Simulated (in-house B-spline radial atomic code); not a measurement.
## KLI/ALDAx excitations of Ba

Method: KLI/ALDAx. Computed with a B-spline radial code for spherical atoms: linear response of the closed shell [Xe] 6s2 with the adiabatic LDA exchange kernel on the exchange-only KLI potential; scalar-relativistic (spin-free one-electron X2C), finite nucleus, no spin-orbit coupling, no double excitations, S, P, D and F terms only; shells from n = 4 respond.

Spin-orbit coupling is strong here, so these LS terms don't match observed levels.

Command:
```bash
python run_td.py task.json out
```
Settings (radii: box in bohr, nucleus in fm):
```
Z                        56
electrons                56
configuration            [Xe] 6s2
hamiltonian              x2c
method                   kli
box_radius               75
rms_radius               4.8378
intervals                113
```

Cost of the run: 4 s on 1 thread of Arm Neoverse N1, on a shared host.

The lowest states, in the order of their Tamm-Dancoff energies; the method's threshold (minus the highest occupied level) is 4.441 eV. Labels give the largest channel, * marks a mixed state, and oscillator strengths are full-response dipole values. Measured ¹D terms are left out, since they can mix with doubly excited terms. Semilocal kernels can invert the small singlet-triplet splittings of Rydberg terms. Energies in eV:

```
     state  full response  Tamm-Dancoff  oscillator strength  measured (J-weighted term)
6s → 5d 3D              ?             ?                    -                           ?
6s → 6p 3P          0.843         1.097                    -                       1.622
6s → 5d 1D          1.593         1.620                    -                           -
6s → 6p 1P          2.243         2.366                 1.84                       2.239
6s → 7s 3S          2.499         2.518                    -                           -
6s → 7s 1S          2.821         2.832                    -                           -
6s → 6d 3D          3.014         3.024                    -                           -
6s → 7p 3P          3.033         3.049                    -                           -
6s → 6d 1D              ?             ?                    -                           -
6s → 7p 1P          3.259         3.303                0.191                       4.035
6s → 8s 3S          3.449         3.454                    -                           -
6s → 4f 3F          3.466         3.475                    -                           -
6s → 4f 1F          3.518         3.519                    -                           -
6s → 8s 1S          3.549         3.554                    -                           -
6s → 7d 3D          3.653         3.656                    -                           -
6s → 8p 3P          3.655         3.660                    -                           -
```

Problem. Where does 6s → 5d 3D lie?

Solution. At 0.549 eV in full response, 0.824 eV in Tamm-Dancoff; measured 1.160 eV.

Problem. Where does 6s → 6d 1D lie?

Solution. At 3.090 eV in full response, 3.092 eV in Tamm-Dancoff.

Problem. How large is the singlet-triplet splitting of 6s → 5d (D terms) in Tamm-Dancoff?

Solution. 0.796 eV, from the unrounded values.

Problem. What polarisabilities and dispersion coefficient does the method give?

Solution. Dipole 299.1 bohr³, quadrupole 11260 bohr⁵, C6 6090 hartree·bohr⁶ for two such species. Recommended dipole value: 272 ± 10 bohr³ (Schwerdtfeger and Nagle, table of static dipole polarizabilities (2023 update)), which includes relativity and correlation.
